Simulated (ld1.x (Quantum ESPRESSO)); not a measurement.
potassium (K): one change to a TM potential, before and after

```json
{"Element": "potassium", "Generator": "ld1.x (Quantum ESPRESSO) 7.5", "Type": "norm-conserving Troullier–Martins (Kleinman–Bylander form)", "Functional": "LDA (PZ)", "Relativity": "scalar-relativistic", "Frozen core": "[Ne]", "Valence charge": "9", "Reference configuration": "3s2 3p6 3d0 4s0 4p1", "Partial waves": "3s (bound): rc 2.00 bohr; 3d (bound, empty): rc 4.20 bohr; 3p (bound): rc 1.80 bohr", "Local potential": "the p channel", "Core correction": "none"}
```

Occupied shells without a wave of their own: 4p. They enter only through the test configuration that unscreens the potential.

Change: core correction full core density, not smoothed (it rises at the typed radius of 1.92 bohr, so ld1.x skipped the fit) (4p counted twice).

Cutoffs: the cutoffs (Ry, on a coarse ladder) from which the occupation-weighted sum of valence levels, in a spherical-Bessel basis at the reference potential, stays within 10 and 1 mRy of its value at 400 Ry; they do not see the model core or the augmentation charge, which bear on the density cutoff. Errors are all-electron minus pseudo energies relative to the spin-unpolarised reference configuration.

Question: What does the change do?

Answer: The potential gets neither clearly harder nor softer (25 Ry and 45 Ry → 25 Ry and 45 Ry); of the 9 tests that both files solve, the error grows in 3 and shrinks in 6 by more than 15 % and 0.3 meV (median size 57.1 → 35.2 meV); neither file shows a bound ghost. In the changed file ld1.x takes every shell without a wave as core, so the model core holds the 4p electrons as well and exchange and correlation see them twice. This cancels in the reference configuration, but the file is broken for other ones, and its errors say nothing about a proper core correction. A model core, the more so a compact one, raises the density cutoff, which this test does not measure.

| quantity | base | changed |
| --- | --- | --- |
| cutoff, loose | 25 Ry | 25 Ry |
| cutoff, tight | 45 Ry | 45 Ry |
| bound ghosts | none | none |
| error for 3s2 3p6 3d0 4s1 4p0, meV [ΔE -1.63 eV] | +88 | +46 |
| error for 3s2 3p6 3d0 4s0 4p0, meV [ΔE 2.78 eV] | -6.4 | -247 |
| error for 3s2 3p6 3d0 4s0.5 4p0, meV [ΔE 0.08 eV] | +57 | -26 |
| error for 3s2 3p6 3d0.5 4s0.5 4p0, meV [ΔE -0.38 eV] | +50 | +30 |
| error for 3s2 3p5 3d0 4s1 4p0, meV [ΔE 23.33 eV] | +325 | +204 |
| error for 3s2 3p6 3d1 4s0 4p0, meV [ΔE 0.88 eV] | +2.0 | -23 |
| error for 3s1 3p6 3d0 4s1 4p0, meV [ΔE 40.20 eV] | +255 | +124 |
| error for 3s2 3p6 3d0 4s0 4p1 (spin-polarised), meV [ΔE -0.10 eV] | +0.1 | -35 |
| error for 3s2 3p6 3d0 4s1 4p0 (spin-polarised), meV [ΔE -1.77 eV] | +89 | +6.9 |
| s: phases at 4.54 bohr within 0.05 rad from the reference energy up to (Ry; the scan ends near 5) | -0.4 | -0.4 |
| p: phases at 4.54 bohr within 0.05 rad from the reference energy up to (Ry; the scan ends near 5) | 1.7 | 1.7 |
| d: phases at 4.54 bohr within 0.05 rad from the reference energy up to (Ry; the scan ends near 5) | 0.4 | 0.4 |

Base: The 4p level has no wave, so the channel is fitted at the deeper level alone: the likely source of the large errors.
